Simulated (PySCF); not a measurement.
Diatomic cations of Mg with the second period

PBE0 with double-zeta basis sets in PySCF, for the lowest determinant that a PBE0 search found; no spin–orbit coupling. De refers to high-spin ground-configuration atoms (the charge goes to the atom of lower measured ionisation energy or higher electron affinity, which is not always the lowest computed limit). A positive dipole points towards Mg; it is taken about the centre of mass and depends on that origin.

```csv
M,basis,charged atom,state (unpaired electrons),Re (Å),ωe (cm⁻¹),De (eV),μ (D)
Li,cc-pVDZ,Li+,singlet (closed shell),2.902,266,0.88,-5.24
Be,cc-pVDZ,Mg+,doublet (σ ↑),2.630,342,1.24,-0.48
B,cc-pVDZ,Mg+,singlet (closed shell),2.596,327,1.55,1.39
C,x2c-SVPall,Mg+,"quartet (σ ↑, π ↑↑)",2.010,615,1.40,6.44
O,def2-SVPD,Mg+,doublet (π ↑),1.838,711,2.12,8.52
F,aug-pcseg-1,Mg+,singlet (closed shell),1.715,824,4.07,9.36
```

The shortest bond is that of MgF⁺ (1.715 Å), the longest that of LiMg⁺ (2.902 Å). MgF⁺ is bound most strongly (4.07 eV) and LiMg⁺ least (0.88 eV).

The rows differ in basis set, which adds steps of its own.

The state changes along the series, so neighbouring rows are not always alike in their bonding.

⟨S²⟩ is raised (MgB⁺ 0.23), so spin contamination touches these numbers. Closed-shell solutions of metal pairs were not tested for spin polarisation, which can lower them a little. For an ion De counts to the pair picked by the measured ionisation energies or electron affinities, which need not be the lowest pair at this level. States were picked by a PBE0 search and need not be the measured ground states.
